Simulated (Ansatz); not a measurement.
Mulliken charges of `FB1C=C1` from ωB97M-V/def2-TZVPP in Ansatz (PBE0-D4/def2-TZVP geometry).

| atom | x (Å) | y (Å) | z (Å) | charge (e) |
| --- | --- | --- | --- | --- |
| F1 | -1.088 | -1.869 | 0.468 | -0.283 |
| B2 | -0.435 | -0.762 | 0.185 | 0.201 |
| C3 | 0.789 | 0.035 | 0.096 | -0.102 |
| C4 | -0.375 | 0.623 | -0.286 | -0.102 |
| H5 | 1.831 | 0.321 | 0.157 | 0.143 |
| H6 | -0.680 | 1.589 | -0.667 | 0.143 |

Problem. By hand: the dipole of these point charges (1 e Å = 4.8032 D).

Solution. Σ q r = (0.343, 0.582, -0.149) e Å, of length 0.692 e Å = 3.32 D.

Problem. How does the dipole of the full density compare? (Best estimate.)

Solution. Computed: (0.202, 0.344, -0.088) e Å, 1.96 D; the point charges give 1.69 times that, at 0° from its direction.

Point charges leave out the atoms' own dipoles, such as those of lone pairs, and Mulliken's split depends on the basis, so the two needn't agree.
